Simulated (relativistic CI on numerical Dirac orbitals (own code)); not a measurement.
**One change at a time: Hf17+**

Base calculation: Dirac-Coulomb-Breit CI, separate exchange-only KLI orbitals for each configuration, model QED, unscaled Slater integrals.

CI space (outside the closed core [Ar] 3d10 4d10): 4s2.4p6.4f9, 4s2.4p6.4f8.5s, 4s2.4p6.4f7.5s2, 4s2.4p6.4f8.6s, 4s2.4p5.4f10, 4s.4p6.4f10, 4p6.4f11. Levels of other configurations are missing.

The lowest level and the first level of each name with at least 55 % of one term (blank where a level has no safe partner in the second run):

```tsv
Level	Base (cm⁻¹)	Shift (cm⁻¹)
4s2.4p6.4f9 6H°_15/2	0.0	0.0
4s2.4p6.4f9 6H°_13/2	9532.9	-9532.8
4s2.4p6.4f9 6H°_11/2	14618.5	-14618.4
4s2.4p6.4f9 6F°_11/2	17992.0	-6900.1
4s2.4p6.4f9 6H°_7/2	22996.4	-22996.4
4s2.4p6.4f9 6F°_7/2	25234.3	-14142.3
4s2.4p6.4f9 6H°_5/2	25691.5	-25691.5
4s2.4p6.4f9 6F°_5/2	29039.9	-17948.0
4s2.4p6.4f9 6F°_3/2	30140.0	-19048.1
4s2.4p6.4f9 6F°_1/2	31980.2	-20888.3
4s2.4p6.4f9 4G°_11/2	43648.4	
4s2.4p6.4f9 4M°_21/2	43991.8	-4282.5
4s2.4p6.4f9 4I°_13/2	47949.8	-9190.3
4s2.4p6.4f9 4I°_11/2	53124.8	
4s2.4p6.4f8.5s 8F_13/2	54078.4	
4s2.4p6.4f9 4M°_17/2	56988.9	
4s2.4p6.4f9 4I°_9/2	57140.2	-18380.7
4s2.4p6.4f8.5s 8F_11/2	60037.8	
4s2.4p6.4f9 4H°_13/2	63008.8	
4s2.4p6.4f8.5s 8F_9/2	63377.6	
4s2.4p6.4f9 4H°_11/2	65121.4	
4s2.4p6.4f9 4L°_17/2	65423.4	-16872.6
```

At this charge transitions that keep the count of f electrons are usually good to a few per cent. Terms inside the open d or f shell come out 10 to 20 % too wide with unscaled integrals. Levels that differ in their count of f electrons can be misplaced by several ten thousand cm⁻¹, since the correlation energy of f electrons is missing or only estimated; rates across such gaps can be off by orders of magnitude.

Q: One thing was changed in a second run, which moved the levels as shown. Which?
A. QED terms removed
B. Breit term removed
C. configuration mixing switched off
D. P86 correlation estimate
E. non-relativistic limit

A: E. Non-relativistic limit. Without relativity the fine structure collapses and s electrons lose their extra binding.

LS names give the leading component of a level, which can be under half, so a name can repeat, a term be missing and a line seem to break the LS rules.
